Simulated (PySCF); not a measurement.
Computed shifts of a molecule C4H11NSi, PBE/pcSseg-1 in PySCF, GIAO, gas phase, atoms alike by connectivity averaged where their shifts nearly agree, in ppm (number of nuclei): ¹³C: 39.1 (1), 29.3 (1), 20.9 (1), 16.6 (1). ¹⁵N: 70.6 (1). ²⁹Si: -70.8 (1). ¹H: 4.27 (3), 2.82 (3), 0.93 (1), 0.90 (1), 0.88 (1), 0.71 (1), 0.68 (1). References: ¹³C against TMS (σ = 182.0 ppm); ¹⁵N against NH3 (σ = 267.0 ppm); ²⁹Si against TMS (σ = 335.4 ppm); ¹H against TMS (σ = 31.49 ppm), references at their B3LYP-D3(BJ)/def2-TZVP geometries, non-relativistic. Coordinates come from a B3LYP-D3(BJ)/def2-SVP optimisation. Other conformers were not sampled.

Task: Pick the molecule that these values belong to.
A. C[C@H]1C[Si@@H](N)C1
B. CNC1([SiH3])CC1
C. C/N=C\CC[SiH3]
D. CC(C)/C=N/[SiH3]

Result: B, CNC1([SiH3])CC1
